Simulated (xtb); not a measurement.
Al(OH)(PH2)2 (AlH5OP2), SMILES [OH][Al]([PH2])[PH2]. All values are semi-empirical tight-binding results from xtb (GFN2-xTB unless named), good for trends rather than for accurate numbers. The structure is a stationary point at GFN2-xTB. The structure was generated by enumeration; whether it is a known compound was not checked. One conformer was computed; it need not be the lowest.

For metal compounds this method's bond lengths and energies can be far off.

```json
{
  "point_group_as_xtb_finds_it": "Cs",
  "orbital_gap": "2.94 eV",
  "zero_point_energy": "28.7 kcal/mol",
  "G − E(el) at 298.15 K (modified RRHO)": "7.7 kcal/mol"
}
```
